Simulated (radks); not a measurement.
Polarisability of the caesium ion Cs5+, [Kr] 4d10 5s2 5p2, at imaginary frequency. All-electron calculation, scalar-relativistic Kohn-Sham, LDA (Slater exchange, Perdew-Wang correlation), spin-polarised, spherical densities, finite nucleus; open shells are filled with parallel spins first (spin-orbit coupling, left out, can overturn this in heavy ions); Fermi nuclear charge, rms radius 4.8041 fm. Program: a radial shooting solver on a logarithmic mesh with Libxc functionals. Response by self-consistent Sternheimer equations with the Hartree and adiabatic LDA kernel, the relativistic mass of each level held fixed and spin-orbit coupling left out.

w (hartree)  alpha1(iw) (bohr^3)
0.00266                    5.481
0.0143                     5.480
0.0360                     5.472
0.0697                     5.448
0.118                      5.388
0.186                      5.256
0.280                      5.001
0.413                      4.555
0.605                      3.870
0.892                      2.987
1.35                       2.066
2.12                       1.285
3.59                      0.6992
6.94                      0.2852
17.5                     0.06699

Static values: alpha1 = 5.481 bohr^3 (0.8123 angstrom^3; uncoupled 9.445). C6 = 23.82, triple-dipole C9 = 90.83 atomic units. One-pole (London) frequency 4 C6 / (3 alpha1^2) = 1.057 hartree, against 2.351 for minus the highest occupied eigenvalue.
